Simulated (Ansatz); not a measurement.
`[SiH3][SiH2]OBCl` + HCl → `[SiH3][SiH2]Cl` + `OBCl`  (ligand exchange at the Si–O bond)

Program: Ansatz. Geometries: PBE0-D4/def2-TZVP. ΔE: electronic, gas phase. CBS: MP2 limit from def2 TZ/QZ plus the TZ coupled-cluster correction, frozen cores. This one scheme is used for every species. DFT in def2-TZVPP. One conformer a species, not always the lowest.

```
             level  ΔE (eV)
           PBE0-D4    -0.24
           ωB97X-V    -0.18
           ωB97M-V    -0.19
              PBE0    -0.27
   CCSD/def2-TZVPP    -0.12
CCSD(T)/def2-TZVPP    -0.12
    MP2/def2-QZVPP    -0.18
    CCSD/CBS(def2)    -0.16
```

Question: What does CCSD(T)/CBS give? (Estimate.)

Answer: Ansatz gave: -0.16 eV. The listed levels differ from it by -0.08, -0.02, -0.03, -0.11, 0.04, 0.04, -0.02, 0.00 eV.

Largest T1 diagnostic among the species: 0.013.

The D4 term adds +0.05 eV with B3LYP and +0.03 eV with PBE0; it sums over pairs of atoms, weighted by their polarisabilities, and B3LYP, whose exchange is more repulsive, gets the larger term.

B3LYP here is the variant with VWN-RPA as its local correlation; programs differ in this.
